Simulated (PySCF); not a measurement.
Working out the ionisation energy of Se(2+)

Se(2+) [Ar] 3d10 4s2 4p2 (3P) → Se(3+) [Ar] 3d10 4s2 4p1 (2P). Calculation: PySCF 2.14, in aug-cc-pVTZ-PP with one added diffuse shell each of s, d, f type with ECP10MDF (7s5p5d3f, 68 functions); scalar relativity through the core potential. Frozen: 3s2 3p6 3d10. Energies in hartree (1 hartree = 27.21139 eV):

| part | Se(2+) (lower) | Se(3+) (upper) |
| --- | --- | --- |
| UHF | -370.782763 | -369.643676 |
| CCSD correlation | -0.073150 | -0.057270 |
| (T) | -0.001508 | -0.000679 |

Task: What does Hartree-Fock give?

Result: (-369.643676) − (-370.782763) = 1.139087 hartree = 30.996 eV.

Task: What do CCSD and CCSD(T) give?

Result: The CCSD correlation energies differ by 0.015880 hartree = 0.432 eV and the triples by 0.000829 hartree = 0.023 eV, so CCSD gives 31.428 eV and CCSD(T) 31.451 eV.

Reference: 31.697 ± 0.019 eV (measured; NIST Atomic Spectra Database, ionization energies), between the lowest levels; spin-orbit coupling is absent from the calculation.

What remains against the reference includes basis incompleteness, the frozen core and higher excitations.
